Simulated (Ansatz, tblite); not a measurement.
Removing and adding an electron: Li₆Al. Charge 0, multiplicity 2. Geometry: PBE0-D4/def2-TZVP. Ansatz, gas phase; energy differences of separate SCF runs; the oxidised species is a singlet (the triplet lies 1.01 eV higher at PBE0-D4/def2-TZVP); the reduced species is a singlet (the triplet lies 0.36 eV higher at PBE0-D4/def2-TZVPD).

```xyz
7

Al   -0.0077   -0.4992   -0.4358
Li   -1.5579    1.5723   -0.4660
Li    1.6933    0.8296   -1.8714
Li   -2.4446   -1.4654   -0.7520
Li   -1.0384   -0.5194    1.9369
Li    2.2148   -1.3370    0.6005
Li    1.1406    1.4191    0.9878
```

The xTB rows come from tblite. The structure comes from a short search, and lower isomers may exist.

```csv
level,−HOMO (eV),vertical IE (eV),−LUMO (eV),vertical EA (eV),HOMO–LUMO gap (eV),IE − EA (eV),remarks
GFN1-xTB,–,10.90,–,7.43,–,3.47,–
PBE-D4/def2-TZVP,2.62,4.10,2.09,–,0.53,–,restricted SCF unstable in HF (+1 singlet)
PBE-D4/def2-TZVPD,2.64,–,2.11,0.92,0.53,–,"HOMO above zero (-1 singlet), restricted SCF unstable in HF (-1 singlet)"
r2SCAN-D4/def2-TZVP,2.66,4.02,1.77,–,0.89,–,restricted SCF unstable in HF (+1 singlet)
r2SCAN-D4/def2-TZVPD,2.67,–,1.80,0.80,0.87,–,"HOMO above zero (-1 singlet), restricted SCF unstable in HF (-1 singlet)"
PBE0-D4/def2-TZVP,2.99,4.02,1.58,–,1.41,–,restricted SCF unstable in HF (+1 singlet)
PBE0-D4/def2-TZVPD,3.00,–,1.61,0.84,1.39,–,restricted SCF unstable in HF (-1 singlet)
```

Relaxing the reduced species (PBE0-D4/def2-TZVPD) changes its energy by -0.01 eV at PBE0-D4/def2-TZVPD, so the adiabatic electron affinity to this nearest minimum is 0.84 eV. At PBE-D4/def2-TZVPD it is 0.93 eV. A triplet lies near this restricted singlet, and broken spin symmetry wasn't tried.  Run but left out: HF/def2-TZVPP, MP2/def2-TZVPP, CCSD/def2-TZVPP, CCSD(T)/def2-TZVPP, HF/def2-TZVPD, MP2/def2-TZVPD, CCSD/def2-TZVPD, CCSD(T)/def2-TZVPD (doublet: ⟨S²⟩ 1.42 to 1.47, where a pure state has 0.75).   A HOMO above zero means that the electron is unbound at that level or that self-interaction error raises the level; the energy of removing that electron tells which. HOMO and LUMO are the levels of the spin that leaves or enters (xTB has no such levels and no spin-polarisation term). Other spin states of the ions may lie lower, which would lower the ionisation energy or raise the affinity. Raw xTB energy differences between charge states are shifted by several eV; the methods need an empirical correction for them.
